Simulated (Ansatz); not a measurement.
Consider the substitution at a C–C bond: `CC(F)(F)CC(F)F` + CH₃OH → `COC(F)F` + `CC(C)(F)F`.

Calculated with Ansatz (gas phase, PBE0-D4/def2-TZVP geometries, no zero-point term in ΔE). CBS: MP2 limit from def2 TZ/QZ plus the TZ coupled-cluster correction, frozen cores. This one scheme is used for every species. One conformer a species, not always the lowest.

`CC(F)(F)CC(F)F`:

```xyz
14

C     0.574    1.032    1.217
C     0.864    0.435   -0.130
F     0.604    1.370   -1.099
F     2.202    0.173   -0.215
C     0.139   -0.843   -0.504
C    -1.349   -0.696   -0.682
F    -1.850   -1.848   -1.195
F    -1.965   -0.494    0.514
H    -0.475    1.315    1.293
H     0.802    0.310    2.001
H     1.200    1.915    1.348
H     0.558   -1.184   -1.453
H     0.329   -1.610    0.250
H    -1.632    0.125   -1.347
```

CH₃OH:

```xyz
6

C     0.189   -0.301   -0.015
O    -0.076    1.050    0.283
H     1.206   -0.509    0.320
H     0.137   -0.510   -1.091
H    -0.489   -0.986    0.509
H    -0.967    1.257   -0.006
```

`COC(F)F`:

Cartesian coordinates in Å:
```
C 0.058 -0.397 -1.125
O -0.668 0.384 -0.192
C -0.147 0.374 1.052
F 1.026 1.061 1.099
F -1.011 1.003 1.856
H 0.166 -1.429 -0.771
H -0.520 -0.393 -2.046
H 1.047 0.030 -1.311
H 0.050 -0.635 1.438
```

`CC(C)(F)F`:

Cartesian coordinates in Å:
```
C -0.739 0.950 0.498
C -0.010 0.117 -0.521
C 0.748 -1.066 0.015
F -0.912 -0.325 -1.453
F 0.861 0.924 -1.205
H -1.246 1.773 -0.007
H -0.033 1.356 1.223
H -1.476 0.341 1.020
H 1.510 -0.733 0.721
H 1.230 -1.588 -0.812
H 0.066 -1.749 0.521
```

```tsv
species	CCSD(T)/CBS(def2) energy (Eh)
`CC(F)(F)CC(F)F`	-555.00428
CH₃OH	-115.61712
`COC(F)F`	-353.25678
`CC(C)(F)F`	-317.36969
```

Task: Work out ΔE.

Result: ΔE = (-353.25678) + (-317.36969) − (-555.00428) − (-115.61712) = -0.00507 Eh = -3.2 kcal/mol.

Task: What do rigid-rotor, harmonic-oscillator terms from PBE0-D4/def2-TZVP frequencies (298.15 K, 1 bar) make of the CCSD(T)/CBS value? (An estimate is asked.)

Result: Computed: ΔZPE = 0.0 kcal/mol, ΔH = -3.5 kcal/mol, ΔS = -3 J/(mol·K), ΔG = -3.3 kcal/mol. Modes under 50 cm⁻¹ make the entropy rough.

Largest T1 diagnostic among the species: 0.011.

The D4 term adds +0.9 kcal/mol with B3LYP and +0.6 kcal/mol with PBE0; it sums over pairs of atoms, weighted by their polarisabilities, and B3LYP, whose exchange is more repulsive, gets the larger term. At CCSD(T), def2-SVP lies −2.6 kcal/mol from the extrapolated value and def2-TZVPP −0.9 kcal/mol.

B3LYP here is the variant with VWN-RPA as its local correlation; programs differ in this.
